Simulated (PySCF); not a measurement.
**Tl⁺ (thallium, charge +1) across methods**

[Xe] 4f14 5d10 6s2, closed-shell 1S. Calculation: PySCF 2.14, in aug-cc-pVQZ-PP with ECP60MDF; a scalar-relativistic core potential.

```json
{"method": "r2SCAN", "E (hartree)": "-172.3765", "mean ε 5p (eV)": "-86.936", "mean ε 5d (eV)": "-23.411", "mean ε 6s (eV)": "-16.479", "Σ⟨r²⟩ (bohr²)": "44.25", "⟨S²⟩": "0.000"}
{"method": "wB97M-V", "E (hartree)": "-172.2203", "mean ε 5p (eV)": "-91.910", "mean ε 5d (eV)": "-27.426", "mean ε 6s (eV)": "-19.202", "Σ⟨r²⟩ (bohr²)": "44.56", "⟨S²⟩": "0.000"}
{"method": "MN15", "E (hartree)": "-171.9839", "mean ε 5p (eV)": "-87.335", "mean ε 5d (eV)": "-25.353", "mean ε 6s (eV)": "-18.275", "Σ⟨r²⟩ (bohr²)": "44.57", "⟨S²⟩": "0.000"}
{"method": "B97-3", "E (hartree)": "-172.3413", "mean ε 5p (eV)": "-89.517", "mean ε 5d (eV)": "-24.996", "mean ε 6s (eV)": "-17.072", "Σ⟨r²⟩ (bohr²)": "44.44", "⟨S²⟩": "0.000"}
{"method": "UHF", "E (hartree)": "-171.33128", "mean ε 5p (eV)": "-101.63", "mean ε 5d (eV)": "-30.146", "mean ε 6s (eV)": "-18.720", "Σ⟨r²⟩ (bohr²)": "44.87", "⟨S²⟩": "0.000"}
{"method": "PBE", "E (hartree)": "-172.3365", "mean ε 5p (eV)": "-84.727", "mean ε 5d (eV)": "-22.846", "mean ε 6s (eV)": "-16.268", "Σ⟨r²⟩ (bohr²)": "44.52", "⟨S²⟩": "0.000"}
{"method": "PBE0", "E (hartree)": "-172.2993", "mean ε 5p (eV)": "-89.194", "mean ε 5d (eV)": "-24.921", "mean ε 6s (eV)": "-17.129", "Σ⟨r²⟩ (bohr²)": "44.44", "⟨S²⟩": "0.000"}
{"method": "LDA", "E (hartree)": "-172.0533", "mean ε 5p (eV)": "-84.672", "mean ε 5d (eV)": "-22.986", "mean ε 6s (eV)": "-16.668", "Σ⟨r²⟩ (bohr²)": "44.57", "⟨S²⟩": "0.000"}
```

Energies and moments cover only the electrons outside the core potential. Spin-orbit coupling, which splits the p, d and f shells strongly at this Z, is absent.
